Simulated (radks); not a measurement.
Q: Au II, configuration [Xe] 4f14 5d10 (the NIST ground configuration). Calculated with a radial shooting solver on a logarithmic mesh with Libxc functionals: scalar-relativistic Kohn-Sham, PBE, spin-unpolarised, spherical densities, point nucleus. Some entries of the table are withheld. Estimate them.

| orbital | occ. | eigenvalue (eV) | <r^2> (bohr^2) |
|---|---|---|---|
| 1s | 2 | (1) | 0.0003929 |
| 2s | 2 | (2) | 0.005992 |
| 2p | 6 | -12328.87 | 0.005047 |
| 3s | 2 | -3372.725 | 0.03864 |
| 3p | 6 | -2812.030 | 0.03974 |
| 3d | 10 | -2213.741 | 0.03292 |
| 4s | 2 | -738.6783 | 0.1869 |
| 4p | 6 | -554.8677 | 0.2136 |
| 4d | 10 | -334.3552 | 0.2428 |
| 5s | 2 | -116.8783 | 0.9654 |
| 4f | 14 | -89.5817 | 0.3016 |
| 5p | 6 | -68.3440 | 1.305 |
| 5d | 10 | (3) | 2.959 |
| 6s | 0 | -13.2112 | 7.932 |
| 6p | 0 | -6.7113 | 15.24 |

A: 
(1) 1s eigenvalue (eV): -80797.10
(2) 2s eigenvalue (eV): -14262.36
(3) 5d eigenvalue (eV): -15.3283
